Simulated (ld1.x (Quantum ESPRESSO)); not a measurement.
The numbers below are computed, except where a source is named.
# Potentials for F (Z = 9) compared

Generated with ld1.x 7.5 (TM, RRKJ, ultrasoft, PAW), atompaw 4.2 or ONCVPSP 4.0.1. The cutoff is in Ry: for ld1.x and atompaw files where the sum of valence levels is converged to 10 mRy in a Bessel basis, for ONCV files where the hardest occupied wave has 1 mHa per electron of residual kinetic energy. The error is the largest all-electron minus pseudo excitation energy over each file’s own four to seven test configurations (ionisations up to +4, promotions, holes and added fractions of an electron), all of which were solved. The labels leave out finer settings (local radius, basis sizes, second energies), which also bear on the numbers. Spin-polarised tests are not counted. The rows are a selection from randomly drawn settings: files with unsolved tests, undetermined cutoffs or missed reference levels are left out.

```csv
potential,cutoff (Ry),largest error (meV),bound ghosts
"TM, PBEsol, non-relativistic, rc 0.75/1.50 (sp), local s, core correction no, reference 2s2 2p5",140,+2887,none
"TM semilocal, LDA (PZ), non-relativistic, rc 0.85/1.70/1.35 (spd), local p, core correction yes, reference 2s1 2p6",80,+5923,none
"TM semilocal, revPBE, scalar-relativistic, rc 0.50/1.10/1.25 (spd), local s, core correction yes, reference 2s2 2p5",300,+213,none
"ultrasoft, PBE, non-relativistic, rc 0.70/1.00 (sp), local smoothed, core correction yes, reference 2s1.5 2p5.5",80,+122,none
"RRKJ, LDA (PZ), scalar-relativistic, rc 0.85/0.90 (sp), local smoothed, core correction yes, reference 2s2 2p4",140,+278,none
```

Q: Fill in the row for F: TM, revPBE, non-relativistic, rc 0.75/0.95 (sp), local smoothed, core correction no, reference 2s1.5 2p5.5.

A: cutoff 140 Ry, largest error +186 meV, bound ghosts: none.

Q: Fill in the row for F: PAW, PBE, scalar-relativistic, rc 0.70/1.50 (sp), local smoothed, core correction yes, reference 2s2 2p5.

A: cutoff 60 Ry, largest error +46 meV, bound ghosts: none.

Q: Fill in the row for F: TM, PBEsol, scalar-relativistic, rc 0.60/1.40 (sp), local p, core correction no, reference 2s2 2p3.

A: cutoff 180 Ry, largest error +938 meV, bound ghosts: none.
